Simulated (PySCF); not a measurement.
# Energy of Ta⁻ (tantalum, charge -1) between two integer charges

The 5d alpha orbital of [Xe] 4f14 5d4 6s2 is emptied in steps (occupation f), with all orbitals relaxed, ending at [Xe] 4f14 5d3 6s2. Calculation: PySCF 2.14, in def2-TZVPPD with the def2 core potential (60 electrons); scalar relativity through the core potential. The exact energy is a straight line in f; departures are measured from the line between the end points of the same method.

```csv
f,M06-2X (eV)
1,0.000
0.8,-0.144
0.6,-0.215
0.4,-0.227
0.2,-0.163
0,0.000
```

```tsv
method	E(f=0) − E(f=1) (eV)	−ε at f=1 (eV)	−ε at f=0.4 (eV)
M06-2X	0.195	-0.732	0.299
```

Orbital energy along the path (eV):

```csv
f,M06-2X
1,0.732
0.8,0.325
0.6,0.011
0.4,-0.299
0.2,-0.754
0,-1.250
```

At f = 1 the orbital energy is positive for M06-2X: only the finite basis holds the electron.

Reference removal energy between the ground levels: 0.329 eV (measured; photodetachment measurements, as compiled on the Wikipedia data page of electron affinities). The calculation has no spin-orbit coupling. The determinant left behind need not be the lowest term of the ion.
